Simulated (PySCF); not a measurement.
C7H12BF: core ionisation energies

Compound: C₇H₁₂BF.
Z-matrix (Å and degrees, PBE0-D3(BJ)/def2-SVP geometry), rows numbered from 1:
```
B 
C   1  1.5619
C   2  1.5317  1  114.69
C   3  1.5206  2  111.81  1   169.02
C   4  1.4961  3  111.11  2    48.03
C   5  1.3359  4  123.21  3   -17.73
C   6  1.5055  5  124.15  4    -3.85
C   7  1.5176  2  113.03  1   -65.89
F   7  1.4070  2  106.71  1    51.16
H   1  1.2073  2  122.57  3   153.84
H   1  1.2115  2  118.97  3   -31.27
H   2  1.1171  1   99.75  3   114.51
H   3  1.1003  2  110.21  1    45.19
H   3  1.1031  2  108.10  1   -71.21
H   4  1.1076  3  110.46  2   -73.69
H   4  1.1030  3  110.73  2   170.03
H   5  1.0951  4  117.75  3   161.51
H   6  1.0950  5  120.14  4   177.58
H   8  1.1000  7  110.62  2   -66.78
H   8  1.0992  7  109.62  2   173.79
H   8  1.0986  7  110.85  2    54.12
```

The calculation used PySCF, delta-SCF UKS SCAN, pcX-2 on the ionised atom, pcseg-1 elsewhere, spin-free X2C. These are vertical core ionisation energies against the vacuum level, from separate self-consistent calculations with and without the core hole.

List the computed XPS lines with their assignment.

```csv
atom(s),environment,level,binding energy (eV),above the level's lowest (eV),count
F9,alkyl fluorine,F 1s,691.33,0.00,1
C7,sp3 C–F carbon,C 1s,292.61,+2.53,1
C4,allylic carbon,C 1s,290.72,+0.64,1
C8,methyl carbon,C 1s,290.56,+0.48,1
C3,ring CH2 carbon,C 1s,290.56,+0.48,1
C5,alkene CH carbon,C 1s,290.37,+0.29,1
C2,sp3 carbon bound to boron,C 1s,290.26,+0.18,1
C6,alkene CH carbon,C 1s,290.08,0.00,1
```

Lowest listed C 1s: C6, bonded to C (double bond), C and H. Highest, 2.53 eV above it: C7, bonded to F and 3 C. The widest gap between neighbouring values is 1.89 eV, between 290.72 and 292.61 eV. The values 290.56 and 290.56 eV lie too close for their order to be trusted.

Express the binding energy of C 1s of C7 in atomic units and per mole.

292.61 eV = 10.7532 Eh = 28233 kJ/mol.

What is the longest wavelength that can ionise C 1s of C7 vertically?

λ = hc/E = 12398.42 eV Å / 292.61 eV = 42.372 Å.

Not every level is listed. No level of boron is listed. Isolated species at its PBE0-D3(BJ)/def2-SVP geometry (one conformer only).
